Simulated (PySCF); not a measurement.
H$_{3}$Sn (SMILES [SnH3]), doublet, geometry from GFN2-xTB (such geometries of metal compounds can be far from the true shape) (the spin is typed, not shown lowest) (core potentials on Sn); SA2-CASSCF(3,5)/def2-SVP (PySCF).

PySCF was given this input:
```python
from pyscf import gto, scf, mcscf
import numpy

mol = gto.Mole()
mol.atom = '''
    Sn    0.04063977    0.00642653   -0.01986489
    H     0.05516280   -0.53954191    1.68972385
    H    -1.04625052    1.43149733    0.07409687
    H    -1.04090098   -1.21328174   -0.77057620
'''
mol.basis = 'def2-svp'
mol.ecp = {'Sn': 'def2-svp'}
mol.spin = 1
mol.verbose = 4
mol.build()

mf = scf.ROHF(mol)
mf.kernel()
mc = mcscf.CASSCF(mf, 5, 3)
mc.fix_spin_(ss=0.75)
mc = mc.state_average_([0.5, 0.5])
mc.kernel()
```

The log (banner, timings and long lists left out):

```
PySCF version 2.14.0

[INPUT] verbose = 4
[INPUT] num. atoms = 4
[INPUT] num. electrons = 25
[INPUT] charge = 0
[INPUT] spin (= nelec alpha-beta = 2S) = 1
[INPUT] symmetry False subgroup None
[INPUT] Mole.unit = angstrom
[INPUT] Symbol           X                Y                Z      unit          X                Y                Z       unit  Magmom
[...]
nuclear repulsion = 20.0321462492406
number of shells = 19
number of NR pGTOs = 82
number of NR cGTOs = 41
basis = def2-svp
ecp = {'Sn': 'def2-svp'}

******** <class 'pyscf.scf.rohf.ROHF'> ********
method = ROHF
initial guess = minao
damping factor = 0
level_shift factor = 0
DIIS = <class 'pyscf.scf.diis.CDIIS'>
diis_start_cycle = 1
diis_space = 8
diis_damp = 0
SCF conv_tol = 1e-09
SCF conv_tol_grad = None
SCF max_cycles = 50
direct_scf = True
direct_scf_tol = 1e-13
num. doubly occ = 12  num. singly occ = 1
Set gradient conv threshold to 3.16228e-05
init E= -191.394453709941
[...]
cycle= 1 E= -214.450927765776  delta_E= -23.1  |g|=  1.5  |ddm|= 4.23
[...]
cycle= 2 E= -214.959875823793  delta_E= -0.509  |g|= 0.619  |ddm|= 2.33
[...]
cycle= 3 E= -215.026512056534  delta_E= -0.0666  |g|= 0.0357  |ddm|= 0.493
[...]
cycle= 4 E= -215.027847638322  delta_E= -0.00134  |g|= 0.0109  |ddm|= 0.0776
[...]
cycle= 5 E= -215.028015405646  delta_E= -0.000168  |g|= 0.00099  |ddm|= 0.0364
[...]
cycle= 6 E= -215.028016823119  delta_E= -1.42e-06  |g|= 9.42e-05  |ddm|= 0.00363
[...]
cycle= 7 E= -215.028016834578  delta_E= -1.15e-08  |g|= 1.27e-05  |ddm|= 0.000262
[...]
cycle= 8 E= -215.028016834723  delta_E= -1.45e-10  |g|= 1.41e-06  |ddm|= 3.02e-05
[...]
Extra cycle  E= -215.028016834725  delta_E= -1.79e-12  |g|= 4.63e-07  |ddm|= 3.36e-06
converged SCF energy = -215.028016834725

******** <class 'pyscf.mcscf.addons.StateAverageCASSCF'> ********
CAS (2e+1e, 5o), ncore = 11, nvir = 25
max_cycle_macro = 50
max_cycle_micro = 4
conv_tol = 1e-07
conv_tol_grad = None
orbital rotation max_stepsize = 0.02
orbital rotation threshold for CI restart = 0.01
augmented hessian ah_max_cycle = 30
augmented hessian ah_conv_tol = 1e-12
augmented hessian ah_linear dependence = 1e-14
augmented hessian ah_level shift = 1e-08
augmented hessian ah_start_tol = 2.5
augmented hessian ah_start_cycle = 3
augmented hessian ah_grad_trust_region = 3
kf_trust_region = 3
kf_interval = 4
ci_response_space = 4
ci_grad_trust_region = 3
with_dep4 0
natorb = False
canonicalization = True
sorting_mo_energy = False
ao2mo_level = 2
internal_rotation = False
******** <class 'pyscf.mcscf.addons.StateAverageSpinPenaltyFCISolver'> ********
max. cycles = 50
conv_tol = 1e-08
davidson only = True
linear dependence = 1e-12
level shift = 0.001
max iter space = 12
nroots = 2
pspace_size = 400
spin = None
State-average over 2 states with weights [0.5, 0.5]
CASCI E = -214.945915241676  S^2 = 0.7500000
Set conv_tol_grad to 0.000316228
macro iter   1 ( 21 JK    4 micro), CASSCF E = -214.964452089208  dE = -1.85368475e-02  S^2 = 0.7500000
               |grad[o]|=0.112  |ddm|=0.0628  |maxRot[o]|=0.157
macro iter   2 ( 21 JK    4 micro), CASSCF E = -214.973267509435  dE = -8.81542023e-03  S^2 = 0.7500000
               |grad[o]|=0.0455  |ddm|=0.0299  |maxRot[o]|=0.256
macro iter   3 ( 19 JK    4 micro), CASSCF E = -214.975926483386  dE = -2.65897395e-03  S^2 = 0.7500000
               |grad[o]|=0.0155  |ddm|=0.0242  |maxRot[o]|=0.245
macro iter   4 ( 17 JK    4 micro), CASSCF E = -214.976228563130  dE = -3.02079744e-04  S^2 = 0.7500000
               |grad[o]|=0.00398  |ddm|=0.00871  |maxRot[o]|=0.161
macro iter   5 ( 16 JK    4 micro), CASSCF E = -214.976320836078  dE = -9.22729482e-05  S^2 = 0.7500000
               |grad[o]|=0.000913  |ddm|=0.00348  |maxRot[o]|=0.172
macro iter   6 ( 19 JK    4 micro), CASSCF E = -214.976344685762  dE = -2.38496838e-05  S^2 = 0.7500000
               |grad[o]|=0.00045  |ddm|=0.00132  |maxRot[o]|=0.123
macro iter   7 ( 15 JK    3 micro), CASSCF E = -214.976346050700  dE = -1.36493833e-06  S^2 = 0.7500000
               |grad[o]|=0.000189  |ddm|=9.45e-05  |maxRot[o]|=0.036
macro iter   8 (  3 JK    1 micro), CASSCF E = -214.976346054746  dE = -4.04583034e-09  S^2 = 0.7500000
               |grad[o]|=3.39e-05  |ddm|=1.15e-05  |maxRot[o]|=0.000237
1-step CASSCF converged in   8 macro (131 JK  28 micro) steps
CASSCF canonicalization
Density matrix diagonal elements [1.4651214  1.45433854 0.04343057 0.01822507 0.01888442]
CASSCF energy = -214.976346054746
CASCI E = -214.976346054746  E(CI) = -2.07836518945828  S^2 = 0.7500000
CASCI state-averaged energy = -214.976346054746
CASCI energy for each state
  State 0 weight 0.5  E = -215.045267827455 S^2 = 0.7500000
  State 1 weight 0.5  E = -214.907424282037 S^2 = 0.7500000
```
